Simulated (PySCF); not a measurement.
# Ionisation energy of Zr³⁴⁺ by level of theory

Zr³⁴⁺ [He] 2s2 2p2 [2p1/2^2, M_J = 0] → Zr³⁵⁺ [He] 2s2 2p1 [2p1/2^1, M_J = 1/2], as a difference of total energies. Calculation: PySCF 2.14, in an uncontracted even-tempered set (17 s from 14 bohr⁻², ratio 2.4; 12 p from 18 bohr⁻², ratio 2.4; 5 d from 62 bohr⁻², ratio 2.6; 4 f from 94 bohr⁻², ratio 2.6); the two-component X2C-1e Hamiltonian. Correlated levels: nothing frozen; the 32 highest virtual spinors dropped. "Screened" scales the spin-orbit matrix elements by Boettger's factors to mimic the two-electron term; Breit and QED terms are absent.

```csv
method,ionisation energy (eV)
GHF (spin-free),4515.0
GMP2 (spin-free),4514.6
GHF (screened spin-orbit),4561.4
GMP2 (screened spin-orbit),4563.7
```

Question: How much does correlation contribute at GMP2 (screened spin-orbit)?

Answer: 4563.7 − (4561.4) = 2.3 eV, measured against GHF (screened spin-orbit).

For this ion Breit and QED terms and the two-electron picture change, all absent here, outweigh the correlation shift from GHF to GMP2.

The spin-free rows relax to the high-spin LS determinant and lack the spin-orbit shift.

The labels give the starting determinants; with spin-orbit coupling the two ends relaxed to ⟨J²⟩ = 0.00, ⟨L²⟩ = 1.33, ⟨S²⟩ = 1.33 and ⟨J²⟩ = 0.75, ⟨L²⟩ = 2.00, ⟨S²⟩ = 0.75.

For comparison: 4553 ± 5 eV (semi-empirical (NIST evaluation); NIST Atomic Spectra Database, ionization energies).
